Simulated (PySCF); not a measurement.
**Correlation energy of La (lanthanum, neutral)**

[Xe] 4f1 5d1 6s1, one real determinant (an excited configuration). Calculation: PySCF 2.14, in cc-pVDZ-X2C (8s7p5d3f1g, 84 functions); scalar relativity by spin-free X2C-1e. Frozen: [Ar] 3d10; 29 electrons correlated.

| level | correlation energy (mhartree) |
| --- | --- |
| CCSD | -681.12 |
| (T) | -20.79 |
| CCSD(T) | -701.91 |

Diagnostics: T1 = 0.021, D1 = 0.1336, largest double amplitude 0.075.

Problem. Is a single reference adequate?

Solution. Mostly. T1 lies below 0.03, but a double amplitude of this size points to a near-degeneracy that CCSD handles and MP2 describes poorly.

The reference is one real determinant that mixes LS terms of this configuration.

This basis was not built for core-valence correlation, so the inner-shell part is incomplete.
